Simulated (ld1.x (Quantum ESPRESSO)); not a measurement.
Which change was made? (Zn, TM)

zinc (Zn), norm-conserving Troullier–Martins (Kleinman–Bylander form), made with ld1.x (Quantum ESPRESSO) 7.5 (PBEsol, scalar-relativistic). Core [Ne] 3s2, reference 3p6 3d10 4s2 4p0. Waves: 4s (bound): rc 2.00 bohr; 3p (bound): rc 0.65 bohr; 3d (bound): rc 0.90 bohr. Local part: all-electron potential smoothed inside 0.80 bohr (lloc = -2). Core correction: a·sin(br)/r model core, default radius (core density twice the valence density).

Cutoffs, loose and tight: the cutoffs (Ry, on a coarse ladder) from which the occupation-weighted sum of valence levels, in a spherical-Bessel basis at the reference potential, stays within 10 and 1 mRy of its value at 400 Ry. They do not see the model core or the augmentation charge, which bear on the density cutoff. Test errors are all-electron minus pseudo excitation energies from the reference, over the configurations 3p6 3d10 4s1 4p0; 3p6 3d10 4s0 4p0; 3p6 3d9 4s0 4p0; 3p5 3d10 4s2 4p0; 3p6 3d10 4s0 4p2; 3p6 3d8 4s0 4p0; 3p6 3d9 4s2 4p1; variants that change the core or the reference have their own tests. The largest error is taken over the tests solved by every variant that gives reliable tests at all, those not shown here included: 3p6 3d10 4s0 4p0; 3p6 3d10 4s0 4p2; 3p6 3d10 4s1 4p0; 3p6 3d8 4s0 4p0; 3p6 3d9 4s0 4p0.

The base gives: outcome: generated; cutoff, loose: 260 Ry; cutoff, tight: over 300 Ry; bound ghosts: s; largest test error (meV): +62.

(1) After one change the result is: outcome: generated; cutoff, loose: 230 Ry; cutoff, tight: over 300 Ry; bound ghosts: s; largest test error (meV): -191. Which change was it?
A. all radii but the core radius scaled by about 0.83 (s 1.66, p 0.54, d 0.74 bohr); local potential all-electron potential smoothed inside 0.66 bohr (lloc = -2)
B. all radii but the core radius scaled by about 1.39 (s 2.78, p 0.90, d 1.26 bohr); local potential all-electron potential smoothed inside 1.12 bohr (lloc = -2)
C. all radii but the core radius scaled by about 0.74 (s 1.48, p 0.48, d 0.66 bohr); local potential all-electron potential smoothed inside 0.60 bohr (lloc = -2)
D. all radii but the core radius scaled by about 1.19 (s 2.38, p 0.78, d 1.08 bohr); local potential all-electron potential smoothed inside 0.96 bohr (lloc = -2)

## Answers

(1) D. The others give: all radii but the core radius scaled by about 0.74 (s 1.48, p 0.48, d 0.66 bohr); local potential all-electron potential smoothed inside 0.60 bohr (lloc = -2) → outcome: generated; bound ghosts: s; largest test error (meV): +42 | all radii but the core radius scaled by about 0.83 (s 1.66, p 0.54, d 0.74 bohr); local potential all-electron potential smoothed inside 0.66 bohr (lloc = -2) → outcome: generated; cutoff, loose: over 300 Ry; cutoff, tight: over 300 Ry; bound ghosts: s; largest test error (meV): +86 | all radii but the core radius scaled by about 1.39 (s 2.78, p 0.90, d 1.26 bohr); local potential all-electron potential smoothed inside 1.12 bohr (lloc = -2) → outcome: generated; cutoff, loose: 180 Ry; cutoff, tight: 300 Ry; bound ghosts: none; largest test error (meV): -665.
